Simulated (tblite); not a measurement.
Compound: C5H14OP2Si.
Structure used (GFN2-xTB), in Å, numbered top down from 1:
```
atom  x, y, z in Å
O1     1.5841    0.3535    2.0751
P2     1.5912    0.2168    0.6109
P3     3.4962    0.8624   -0.2559
C4     1.3512   -1.5117    0.0338
C5    -0.0451   -1.9430    0.4612
C6    -1.1321   -1.0880   -0.1890
C7    -1.0997    0.3709    0.2688
Si8   -2.6398    1.3305   -0.3249
C9     0.1706    1.0667   -0.2067
H10    3.3121    2.1312    0.2839
H11    2.9334    1.2219   -1.4757
H12    1.4763   -1.5729   -1.0491
H13    2.1151   -2.1302    0.5118
H14   -0.2020   -2.9942    0.2022
H15   -0.1173   -1.8495    1.5484
H16   -2.1049   -1.5189    0.0616
H17   -1.0253   -1.1317   -1.2772
H18   -1.0780    0.3762    1.3652
H19   -2.5426    2.7143    0.1372
H20   -3.8373    0.6820    0.2047
H21   -2.6627    1.3054   -1.7905
H22    0.2673    1.0212   -1.2927
H23    0.1847    2.1140    0.1068
```

Computed values, GFN2-xTB/tblite, gas phase, harmonic and unscaled. This tight-binding method is rough: wavenumbers can miss measured ones by several per cent, in bad cases by 10 to 20. Modes of hydrogen on phosphorus and silicon can be 10 to 20 % off. One conformer, not necessarily the lowest.

Harmonic wavenumbers (cm⁻¹): 74.9, 88.6, 107.3, 115.7, 126.7, 176.3, 208.8, 237.4, 253.4, 301.2, 311.8, 345.6, 385.1, 452.5, 543.2, 544.1, 551.0, 667.8, 695.0, 714.6, 738.8, 769.0, 777.1, 784.6, 796.9, 815.7, 821.4, 887.6, 926.6, 980.1, 999.2, 1047.4, 1086.0, 1106.0, 1120.6, 1134.6, 1168.9, 1194.7, 1235.3, 1249.1, 1254.1, 1275.9, 1310.4, 1346.4, 1354.8, 1427.0, 1431.2, 1479.6, 1493.0, 2249.7, 2274.6, 2281.2, 2289.0, 2337.0, 2916.4, 2942.1, 2944.1, 2948.1, 2950.6, 2958.4, 2961.5, 2968.2, 2972.1.

A = 1657, B = 596.6, C = 516.7 MHz; mass 180.029 u (most abundant isotopes); point group C1, symmetry number 1.

What is the zero-point energy?

Half the sum of the wavenumbers: 38453 cm⁻¹ = 460.00 kJ/mol.

Give the ideal-gas entropy at 400 K and 1 bar in the rigid-rotor, harmonic-oscillator model (classical rotation).

Translation 179.73, rotation 132.62, vibration 208.81: S = 521.2 J/(mol K).

And Cp and H(400 K) − H(0)?

Cp = 256.00 J/(mol K), of which vibrations give 222.74 (their classical limit is 63 R = 523.8); H(400 K) − H(0) = 58.32 kJ/mol without the zero-point energy, 45.02 from vibrations.

What must be added to the electronic energy to get the Gibbs energy at 400 K and 1 bar?

ZPE + [H(400 K) − H(0)] − T·S = 460.00 + 58.32 − 208.47 = 309.85 kJ/mol.

Blend soft modes into free rotors: weight 1/[1 + (100 cm⁻¹/ν̃)⁴] for the oscillator and the rest for a rotor with moment μB/(μ + B), μ = h/(8π²ν), B = 10⁻⁴⁴ kg m². What vibrational entropy results?

199.03 J/(mol K) in place of 208.81, which changes −T·S at 400 K by +3.91 kJ/mol.

Which modes carry the vibrational entropy at 400 K?

74.9 cm⁻¹: 19.24; 88.6 cm⁻¹: 17.86; 107.3 cm⁻¹: 16.28; 115.7 cm⁻¹: 15.66; 126.7 cm⁻¹: 14.92; 176.3 cm⁻¹: 12.24 J/(mol K); the other 57 give 112.61 together.

Hindered rotation and anharmonicity are outside this model. Other conformers, if any are populated, would add a mixing term that is left out. The structure is chiral; the term R ln 2 for an equal mix with its mirror image is left out.
